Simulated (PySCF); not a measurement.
Dipole response of Ru⁺ (ruthenium, charge +1)

[Kr] 4d7, high-spin 4F determinant. Calculation: PySCF 2.14, in ANO-RCC-VTZP (7s6p4d2f1g, 68 functions); scalar relativity by spin-free X2C-1e. Coupled (time-dependent) response in atomic units; α is the mean over directions. The basis has no added diffuse functions, which lowers α and C₆.

```json
{"method": "B3LYP", "mean α (bohr³)": "14.15", "α xx, yy, zz": "14.16, 14.16, 14.12", "C₆ (like pair)": "84.47", "S(−4)": "121.0"}
{"method": "BLYP", "mean α (bohr³)": "15.00", "α xx, yy, zz": "15.02, 15.02, 14.96", "C₆ (like pair)": "89.20", "S(−4)": "146.3"}
```

S(−4) is the Cauchy moment in α(ω) = α(0) + S(−4) ω² + …

Spin-orbit coupling is absent.

α(iu) at BLYP:

| u (hartree) | α(iu) (bohr³) |
| --- | --- |
| 0 | 15.00 |
| 0.0500 | 14.64 |
| 0.100 | 13.74 |
| 0.200 | 11.42 |
| 0.300 | 9.498 |
| 0.500 | 7.188 |
| 0.750 | 5.611 |
| 1.00 | 4.552 |
| 1.50 | 3.112 |
| 2.00 | 2.207 |
| 3.00 | 1.234 |
| 5.00 | 0.5280 |

A single London oscillator, α(iu) = α/(1 + u²/ω²), gives C₆ = (3/4) ω α². Matching the computed C₆ needs ω = 4 × 89.20 / (3 × 15.00²) = 0.529 hartree.

For an ion, C₆ is the dispersion term alone; charge-induced terms of lower order in 1/R come first.

The components differ because the open shell of this determinant is not spherical; for a pure term their mean is the scalar polarisability.
